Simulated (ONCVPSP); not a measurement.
# I, ONCV: configuration errors across variants

```
Element                 : iodine
Generator               : ONCVPSP 4.0.1
Type                    : optimised norm-conserving Vanderbilt (ONCV)
Functional              : PBE
Relativity              : scalar-relativistic
Frozen core             : [Kr]
Valence charge          : 17
Reference configuration : 4d10 5s2 5p5
Partial waves           : 5s: rc 1.40 bohr, ncon 3, nbas 7, qcut 4 1/bohr, 2 projectors, debl 0.8 Ha; 5p: rc 2.20 bohr, ncon 4, nbas 9, qcut 4 1/bohr, 1 projector; 4d: rc 1.45 bohr, ncon 5, nbas 9, qcut 8.5 1/bohr, 3 projectors, debl 3.5 Ha
Local potential         : polynomial inside 1.10 bohr (lpopt 5, dvloc0 6 Ha)
Core correction         : Teter function, fcfact 3.75, rcfact 1
```

All-electron excitation energies from the reference (eV): (1) 4d10 5s2 5p4 11.131; (2) 4d10 5s2 5p3 30.978; (3) 4d10 5s2 5p2 60.307; (4) 4d10 5s2 5p4.5 4.532.

1 further variants failed, have other tests or too few solved ones, and are left out.

A true bound ghost makes a file unfit for plane-wave use even where its test errors are small: the radial tests pick states by their node count and pass the ghost by.

Errors AE − PS in meV (a dash: test not solved or not reliable):

| change | (1) | (2) | (3) | (4) | bound ghosts | GHOST(+) flags above zero |
| --- | --- | --- | --- | --- | --- | --- |
| base | +8.9 | +50 | +127 | +1.3 | s | s, p |
| s: qcut 3.7; p: qcut 3.7; d: qcut 7.9 | +9.8 | +54 | +136 | +1.5 | s | s |
| d: rc 1.4 | +8.9 | +50 | +127 | +1.3 | s | s, p |
| local potential polynomial inside 1.30 bohr (lpopt 5, dvloc0 6 Ha) | +1.3 | +11 | +25 | -0.3 | s | s |
| p: nproj 3 | -3.7 | -12 | -25 | -1.4 | s | s, p |
| d: rc 1.62 | +8.9 | +50 | +127 | +1.3 | s | s, p |
| s: qcut 3.9 | +8.9 | +50 | +127 | +1.3 | s | s, p |

**Question.** Give the same row for: core correction Teter function, fcfact 3.75, rcfact 1.96.

**Answer.** +8.4, +43, +86, +1.3; bound ghosts: s; GHOST(+) flags above zero: s, p.
